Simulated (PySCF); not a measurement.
SMILES C[C@@H]1COBO[C@@H]1F, C4H8BFO2

Molfile (atoms numbered from 1):
```
C4H8BFO2
     RDKit          3D

 16 16  0  0  0  0  0  0  0  0999 V2000
   -1.7819   -0.2634   -0.6852 C   0  0  0  0  0  0  0  0  0  0  0  0
   -0.5299   -0.2057    0.1802 C   0  0  2  0  0  0  0  0  0  0  0  0
   -0.0241    1.2274    0.3709 C   0  0  0  0  0  0  0  0  0  0  0  0
    1.2067    1.2611    1.0685 O   0  0  0  0  0  0  0  0  0  0  0  0
    2.0436    0.2172    1.0160 B   0  0  0  0  0  0  0  0  0  0  0  0
    1.7777   -0.9332    0.3198 O   0  0  0  0  0  0  0  0  0  0  0  0
    0.6253   -1.0104   -0.4303 C   0  0  2  0  0  0  0  0  0  0  0  0
    0.8879   -0.5182   -1.6971 F   0  0  0  0  0  0  0  0  0  0  0  0
   -2.1361   -1.2880   -0.7674 H   0  0  0  0  0  0  0  0  0  0  0  0
   -2.5701    0.3436   -0.2471 H   0  0  0  0  0  0  0  0  0  0  0  0
   -1.5686    0.1090   -1.6839 H   0  0  0  0  0  0  0  0  0  0  0  0
   -0.7268   -0.6431    1.1652 H   0  0  0  0  0  0  0  0  0  0  0  0
    0.1171    1.7020   -0.6079 H   0  0  0  0  0  0  0  0  0  0  0  0
   -0.7410    1.8169    0.9512 H   0  0  0  0  0  0  0  0  0  0  0  0
    3.0439    0.2648    1.6114 H   0  0  0  0  0  0  0  0  0  0  0  0
    0.3686   -2.0709   -0.5755 H   0  0  0  0  0  0  0  0  0  0  0  0
  1  2  1  0
  2  3  1  0
  3  4  1  0
  4  5  1  0
  5  6  1  0
  6  7  1  0
  7  8  1  0
  7  2  1  0
  1  9  1  0
  1 10  1  0
  1 11  1  0
  2 12  1  1
  3 13  1  0
  3 14  1  0
  5 15  1  0
  7 16  1  6
M  END
```

Method used: TDDFT LC-wPBE/def2-SVPD circular dichroism and optical rotation, one conformer, gas phase (PySCF 2.14.0). Geometry: GFN2-xTB.

Task: Draw the ECD and absorption spectra from the lowest 8 states, each a Gaussian of half-width 0.35 eV at 1/e height.

Result: 
```
E (eV)  λ (nm)  Δε (L mol⁻¹ cm⁻¹)  ε (L mol⁻¹ cm⁻¹)
  7.97     156              -0.94              21.6
  8.12     153              -2.65              68.9
  8.27     150              -5.18               188
  8.42     147              -6.85               503
  8.57     145              -5.78              1300
  8.72     142              -2.47              2780
  8.87     140              -0.21              4490
  9.02     138              -1.69              5280
  9.17     135              -5.07              4620
  9.32     133              -5.62              3330
  9.47     131              -0.83              2610
  9.62     129              +8.69              2720
  9.77     127             +19.62              3010
```
Δε uses R in velocity form, ε uses f in length form. Only the states computed contribute, so the short-wavelength end is incomplete.
